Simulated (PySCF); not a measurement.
C5H8F3PSi.
Bonds: C1–C2, C2–Si3, C2–C4 (double), C4–P5 (double), P5–C6, C6–C7, C7–F8, C7–F9, C7–F10. Hydrogens: H11, H12, H13 on C1; H14, H15, H16 on Si3; H17, H18 on C6.

The same species was optimised twice, with GFN2-xTB and with PBE0-D3(BJ)/def2-SVP (PySCF), and the same property calculations (PySCF, gas phase) were run on both structures.

```tsv
coordinate	GFN2-xTB	PBE0-D3(BJ)/def2-SVP	change
P5–C6 (Å)	1.910	1.887	-0.023
C2–Si3 (Å)	1.911	1.893	-0.018
C2=C4 (Å)	1.295	1.311	+0.016
C7–F10 (Å)	1.349	1.339	-0.010
C7–F9 (Å)	1.343	1.336	-0.007
C1–C2 (Å)	1.500	1.505	+0.005
C7–F8 (Å)	1.343	1.339	-0.004
C6–C7 (Å)	1.503	1.507	+0.004
C4=P5 (Å)	1.643	1.645	+0.002
Si3–C2–C4 (°)	119.9	115.0	-4.9
P5–C6–C7 (°)	111.0	115.3	+4.3
C1–C2–Si3 (°)	116.3	120.1	+3.8
C2–C4–P5 (°)	172.8	175.5	+2.7
C6–C7–F10 (°)	112.3	110.8	-1.5
C4–P5–C6 (°)	98.5	100.0	+1.5
F9–C7–F10 (°)	105.9	107.3	+1.4
F8–C7–F10 (°)	105.6	106.9	+1.3
C4–P5–C6–C7 (°)	-63	-66	-3
P5–C6–C7–F8 (°)	75	68	-7
```

Rotational constants: A = 1387, B = 620.7, C = 526.7 MHz (GFN2-xTB) against A = 1405, B = 591.9, C = 508.8 MHz (PBE0-D3(BJ)/def2-SVP). Point groups within 0.08 Å: C1 and C1.

On the GFN2-xTB structure: HOMO (eV) -7.13 [PBE0/pcSseg-1]; LUMO (eV) -1.53 [PBE0/pcSseg-1]; dipole (D) 2.16 [PBE0/pcSseg-1]; GIAO shielding of C1 (ppm) 165.6 [PBE0/pcSseg-1]; GIAO shielding of C2 (ppm) 70.1 [PBE0/pcSseg-1]; GIAO shielding of Si3 (ppm) 407.1 [PBE0/pcSseg-1]; GIAO shielding of C4 (ppm) -78.6 [PBE0/pcSseg-1]; GIAO shielding of P5 (ppm) 310.3 [PBE0/pcSseg-1]; GIAO shielding of C6 (ppm) 153.6 [PBE0/pcSseg-1]; GIAO shielding of C7 (ppm) 50.6 [PBE0/pcSseg-1]; GIAO shielding of F8/F9/F10 (mean) (ppm) 243.3 [PBE0/pcSseg-1].

Problem. What do these properties become on the PBE0-D3(BJ)/def2-SVP structure?

Solution. 
```csv
property,level,on GFN2-xTB,on PBE0-D3(BJ)/def2-SVP,change
HOMO (eV),PBE0/pcSseg-1,-7.13,-7.19,-0.06
LUMO (eV),PBE0/pcSseg-1,-1.53,-1.60,-0.07
dipole (D),PBE0/pcSseg-1,2.16,2.29,+0.13
"energy, GFN2-xTB geometry as zero (kcal/mol)",PBE0/pcSseg-1,0.0,-2.2,-2.2
GIAO shielding of C1 (ppm),PBE0/pcSseg-1,165.6,164.3,-1.3
GIAO shielding of C2 (ppm),PBE0/pcSseg-1,70.1,69.1,-1.0
GIAO shielding of Si3 (ppm),PBE0/pcSseg-1,407.1,406.0,-1.1
GIAO shielding of C4 (ppm),PBE0/pcSseg-1,-78.6,-84.5,-5.9
GIAO shielding of P5 (ppm),PBE0/pcSseg-1,310.3,312.0,+1.7
GIAO shielding of C6 (ppm),PBE0/pcSseg-1,153.6,153.3,-0.3
GIAO shielding of C7 (ppm),PBE0/pcSseg-1,50.6,52.7,+2.1
GIAO shielding of F8/F9/F10 (mean) (ppm),PBE0/pcSseg-1,243.3,251.6,+8.3
```

The heavy atoms differ by 0.136 Å rms after alignment. Among bonds between heavy atoms P5–C6 changes most (-0.023 Å). Changes are differences of the printed values. Neither structure is proved a minimum here.

Shape of the structure used: `[CH3:1][C:2]([SiH3:3])=[C:4]=[P:5][CH2:6][C:7]([F:8])([F:9])[F:10]`: C4–P5–C6–C7 -66°, P5–C6–C7–F8 68°.
